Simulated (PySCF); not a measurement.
How methods differ on the excitation energy of Ni⁺

Ni⁺ [Ar] 3d9 (2D) → Ni⁺ [Ar] 3d8 4p1 (high-spin determinant), as a difference of total energies. All numbers are calculated (PySCF 2.14, the non-relativistic Hamiltonian (point nucleus), in dyall-av2z). Correlated levels: valence: [Ar] frozen; virtual orbitals above 40 to 60 times the deepest correlated orbital energy dropped. The calculations carry no spin-orbit coupling.

```json
{"method": "UHF", "excitation energy (cm⁻¹)": "35083"}
{"method": "MP2 (valence)", "excitation energy (cm⁻¹)": "56220"}
{"method": "SCS-MP2 (valence)", "excitation energy (cm⁻¹)": "54734"}
{"method": "CCSD (valence)", "excitation energy (cm⁻¹)": "50081"}
{"method": "CCSD(T) (valence)", "excitation energy (cm⁻¹)": "51233"}
```

A first-order spin-orbit estimate (lowest level to lowest level, LS coupling) adds -0.026 eV.

The determinant of the upper state mixes LS terms, which raises its energy above the lowest term, most at the Hartree-Fock and MP2 levels.
